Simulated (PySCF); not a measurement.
Computed shifts of a molecule C3H7FOSi, KT2/pcSseg-1 run with PySCF, GIAO, gas phase, atoms alike by connectivity averaged where their shifts nearly agree, in ppm (number of nuclei): ¹³C: 185.2 (1), 75.9 (1), 34.7 (1). ²⁹Si: -41.4 (1). ¹⁹F: -324.0 (1). ¹H: 9.78 (1), 5.26 (1), 5.13 (1), 4.74 (1), 4.58 (1), 2.42 (2). References: ¹⁷O against H2O (σ = 330.4 ppm); ¹³C against TMS (σ = 185.1 ppm); ²⁹Si against TMS (σ = 361.9 ppm); ¹⁹F against CFCl3 (σ = 127.1 ppm); ¹H against TMS (σ = 31.47 ppm), references at their B3LYP-D3(BJ)/def2-TZVP geometries, non-relativistic. Geometry: PBE0-D3(BJ)/def2-SVP. One conformer was computed; it need not be the lowest.

Question: Which structure fits?
A) CO/C(F)=C/[SiH3]
B) C/C=C/[Si@@H](O)F
C) O=CC[SiH2]CF
D) CC(=O)[Si@@H](C)F

Answer: C, O=CC[SiH2]CF
